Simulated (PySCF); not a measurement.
Compound: C₂H₈OSi₂.
Bonds: C1–C2, C2–O3 (double), C2–Si4, Si4–Si5. Hydrogens: H6, H7, H8 on C1; H9, H10 on Si4; H11, H12, H13 on Si5.

The same species was optimised twice, with GFN2-xTB and with PBE0-D3(BJ)/def2-SVP (PySCF), and the same property calculations (PySCF, gas phase) were run on both structures.

| coordinate | GFN2-xTB | PBE0-D3(BJ)/def2-SVP | change |
| --- | --- | --- | --- |
| Si5–H12 (Å) | 1.462 | 1.493 | +0.031 |
| Si4–Si5 (Å) | 2.313 | 2.343 | +0.030 |
| Si5–H11 (Å) | 1.465 | 1.495 | +0.030 |
| Si5–H13 (Å) | 1.468 | 1.496 | +0.028 |
| Si4–H10 (Å) | 1.465 | 1.493 | +0.028 |
| Si4–H9 (Å) | 1.472 | 1.498 | +0.026 |
| C2–Si4 (Å) | 1.923 | 1.948 | +0.025 |
| C1–H8 (Å) | 1.088 | 1.103 | +0.015 |
| C1–H6 (Å) | 1.088 | 1.102 | +0.014 |
| C1–H7 (Å) | 1.088 | 1.099 | +0.011 |
| C2=O3 (Å) | 1.211 | 1.210 | -0.001 |
| C1–C2 (Å) | 1.505 | 1.504 | -0.001 |
| C2–Si4–H9 (°) | 106.0 | 112.2 | +6.2 |
| Si5–Si4–H9 (°) | 115.3 | 110.5 | -4.8 |
| Si5–Si4–H10 (°) | 114.7 | 111.0 | -3.7 |
| Si4–Si5–H12 (°) | 112.6 | 109.2 | -3.4 |
| Si4–Si5–H13 (°) | 111.8 | 109.1 | -2.7 |
| H9–Si4–H10 (°) | 106.9 | 109.3 | +2.4 |
| O3–C2–Si4 (°) | 119.3 | 116.9 | -2.4 |
| H11–Si5–H12 (°) | 107.3 | 109.5 | +2.2 |
| C1–C2–Si4–Si5 (°) | -105 | -108 | -3 |

Rotational constants: A = 4993, B = 1564, C = 1495 MHz (GFN2-xTB) against A = 4909, B = 1559, C = 1477 MHz (PBE0-D3(BJ)/def2-SVP). Point groups within 0.08 Å: C1 and C1.

On the GFN2-xTB structure: lowest singlet, TDDFT (eV) 3.49 [PBE0/def2-SVPD]; lowest triplet, Tamm–Dancoff (eV) 2.81 [PBE0/def2-SVPD]; isotropic polarisability (au) 86.7 [PBE0/def2-SVPD]; HOMO (eV) -6.91 [PBE0/def2-SVPD]; LUMO (eV) -1.34 [PBE0/def2-SVPD]; dipole (D) 2.53 [PBE0/def2-SVPD]; HOMO (eV) -6.85 [PBE0/pcSseg-1]; LUMO (eV) -1.19 [PBE0/pcSseg-1]; dipole (D) 2.43 [PBE0/pcSseg-1]; GIAO shielding of C1 (ppm) 142.6 [PBE0/pcSseg-1]; GIAO shielding of C2 (ppm) -57.9 [PBE0/pcSseg-1]; GIAO shielding of O3 (ppm) -539.4 [PBE0/pcSseg-1]; GIAO shielding of Si4 (ppm) 446.2 [PBE0/pcSseg-1]; GIAO shielding of Si5 (ppm) 466.1 [PBE0/pcSseg-1].

Problem. What do these properties become on the PBE0-D3(BJ)/def2-SVP structure?

Solution. 
```
                                    property           level  on GFN2-xTB  on PBE0-D3(BJ)/def2-SVP  change
                  lowest singlet, TDDFT (eV)  PBE0/def2-SVPD         3.49                     3.54   +0.05
           lowest triplet, Tamm–Dancoff (eV)  PBE0/def2-SVPD         2.81                     2.86   +0.05
               isotropic polarisability (au)  PBE0/def2-SVPD         86.7                     89.3    +2.6
                                   HOMO (eV)  PBE0/def2-SVPD        -6.91                    -6.99   -0.08
                                   LUMO (eV)  PBE0/def2-SVPD        -1.34                    -1.40   -0.06
                                  dipole (D)  PBE0/def2-SVPD         2.53                     2.50   -0.03
energy, GFN2-xTB geometry as zero (kcal/mol)  PBE0/def2-SVPD          0.0                     -2.3    -2.3
                                   HOMO (eV)   PBE0/pcSseg-1        -6.85                    -6.95   -0.10
                                   LUMO (eV)   PBE0/pcSseg-1        -1.19                    -1.26   -0.07
                                  dipole (D)   PBE0/pcSseg-1         2.43                     2.41   -0.02
energy, GFN2-xTB geometry as zero (kcal/mol)   PBE0/pcSseg-1          0.0                     -2.0    -2.0
                  GIAO shielding of C1 (ppm)   PBE0/pcSseg-1        142.6                    141.9    -0.7
                  GIAO shielding of C2 (ppm)   PBE0/pcSseg-1        -57.9                    -54.5    +3.4
                  GIAO shielding of O3 (ppm)   PBE0/pcSseg-1       -539.4                   -522.6   +16.8
                 GIAO shielding of Si4 (ppm)   PBE0/pcSseg-1        446.2                    441.9    -4.3
                 GIAO shielding of Si5 (ppm)   PBE0/pcSseg-1        466.1                    456.8    -9.3
```

The heavy atoms differ by 0.043 Å rms after alignment. Among all bonds Si4–Si5, Si5–H11 and Si5–H12 change most and about equally (+0.030 to +0.031 Å). Changes are differences of the printed values. Neither structure is proved a minimum here.

The values belong to the conformer `[CH3:1][C:2](=[O:3])[SiH2:4][SiH3:5]`: C1–C2–Si4–Si5 -108°.
